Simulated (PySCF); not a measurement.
Compound: C₄H₁₀OSi.
SMILES: `CO[C@H]1CC[SiH2]1`

Torsions of this conformer, `[CH3:1][O:2][C@H:3]1[CH2:4][CH2:5][SiH2:6]1`: C1–O2–C3–C4 -175°.

The closed-shell ground state was solved at several levels (PySCF, density fitting, gas phase, non-relativistic). Geometry: PBE0-D3(BJ)/def2-SVP, one conformer, isolated molecule.

| level | basis functions | HOMO (eV) | LUMO (eV) | gap (eV) | dipole (D) |
| --- | --- | --- | --- | --- | --- |
| B3LYP/def2-SVPD | 207 | -6.64 | -0.06 | 6.58 | 0.95 |
| CAM-B3LYP/pcSseg-2 | 363 | -8.18 | 0.91 | 9.09 | 1.00 |

Problem. Estimate the row for PBE0/pcSseg-1, a basis of 159 functions; the other rows only guide the guess.

Solution. HOMO -6.78 eV, LUMO 0.36 eV, gap 7.14 eV, dipole 1.00 D.

Problem. Over all these levels, which gives the widest orbital gap and which the narrowest?

Solution. CAM-B3LYP/pcSseg-2 (range-separated hybrid) has the widest, 9.09 eV, and B3LYP/def2-SVPD (global hybrid, 20 % exact exchange) the narrowest, 6.58 eV. Functional and basis both differ between the two, so the spread mixes both effects.

Problem. How far do the dipole and the HOMO energy spread over the levels?

Solution. The dipole runs from 0.95 to 1.00 D (mean 0.99 D) and the HOMO from -8.18 to -6.64 eV.
